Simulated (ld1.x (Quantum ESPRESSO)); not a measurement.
# u(r) = r·R(r): atom against pseudo-atom (titanium (Ti))

Columns: radius, all-electron u(r) and pseudo u(r) of the 4p shell (level -1.47 eV) of titanium in the configuration [Ar] 3d2 4s2 4p0; PBE, scalar-relativistic, TM scheme, ld1.x (Quantum ESPRESSO) 7.5.

| r (bohr) | all-electron | pseudo |
| --- | --- | --- |
| 0.128 | 0.0967 | 0.0024 |
| 0.255 | 0.0774 | 0.0094 |
| 0.382 | -0.0172 | 0.0204 |
| 0.510 | -0.1079 | 0.0346 |
| 0.638 | -0.1643 | 0.0508 |
| 0.765 | -0.1838 | 0.0676 |
| 0.893 | -0.1733 | 0.0843 |
| 1.020 | -0.1422 | 0.1002 |
| 1.148 | -0.0979 | 0.1153 |
| 1.275 | -0.0472 | 0.1298 |
| 1.402 | 0.0060 | 0.1445 |
| 1.530 | 0.0596 | 0.1607 |
| 1.658 | 0.1112 | 0.1792 |
| 1.785 | 0.1594 | 0.2008 |
| 1.912 | 0.2042 | 0.2260 |
| 2.040 | 0.2455 | 0.2548 |
| 2.168 | 0.2831 | 0.2859 |
| 2.295 | 0.3166 | 0.3171 |
| 2.422 | 0.3466 | 0.3467 |
| 2.550 | 0.3734 | 0.3734 |
| 2.678 | 0.3968 | 0.3968 |
| 2.805 | 0.4168 | 0.4168 |
| 2.932 | 0.4338 | 0.4338 |
| 3.060 | 0.4481 | 0.4481 |
| 3.188 | 0.4596 | 0.4596 |
| 3.315 | 0.4685 | 0.4685 |

**Question.** How many radial nodes do the two functions have?

**Answer.** The all-electron 4p function has n − l − 1 = 2; the pseudo-wave has 0, since the states of the same l below it are removed with the core.

**Question.** At about which radius was the pseudo-wave matched?

**Answer.** 2.55 bohr. The columns agree to 0.0005 from 2.42 bohr on; several derivatives are matched, so the curves merge somewhat inside the radius.

**Question.** Is the pseudo-wave norm-conserving?

**Answer.** Yes: the TM scheme keeps the norm inside the radius equal to the all-electron one, which fixes the energy derivative of the logarithmic derivative at the level.
